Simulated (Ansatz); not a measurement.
`C=N/C([SiH3])=C\F` and `C=N/C([SiH3])=C\O` differ in one atom or group.

Ansatz, PBE0-D4/def2-TZVP geometries, multiplicity 1. Each molecule was computed in one conformer, which needn't be the lowest.

```
                               property  `C=N/C([SiH3])=C\F`
HOMO–LUMO gap (ωB97M-V/def2-TZVPP) / eV                10.33
     HOMO energy (PBE0/def2-TZVPP) / eV                -6.93
      LUMO energy (PBE/def2-TZVPP) / eV                -2.06
    LUMO energy (B3LYP/def2-TZVPP) / eV                -1.24
    HOMO–LUMO gap (PBE/def2-TZVPP) / eV                 3.64
     LUMO energy (PBE0/def2-TZVPP) / eV                -0.99
```

What does the change do to each property? (Estimate.)

Computed: 
```
                               property  `C=N/C([SiH3])=C\O`  shift
HOMO–LUMO gap (ωB97M-V/def2-TZVPP) / eV                 9.94  -0.39
     HOMO energy (PBE0/def2-TZVPP) / eV                -6.28   0.65
      LUMO energy (PBE/def2-TZVPP) / eV                -1.73   0.33
    LUMO energy (B3LYP/def2-TZVPP) / eV                -0.92   0.32
    HOMO–LUMO gap (PBE/def2-TZVPP) / eV                 3.38  -0.26
     LUMO energy (PBE0/def2-TZVPP) / eV                -0.68   0.31
```

With PBE0 the HOMO rises by 0.65 eV and the LUMO rises by 0.31 eV, so the gap narrows by about 0.34 eV. PBE moves the HOMO by 0.59 eV and ωB97M-V by 0.68 eV.

B3LYP here is the variant with VWN-RPA as its local correlation; programs differ in this.
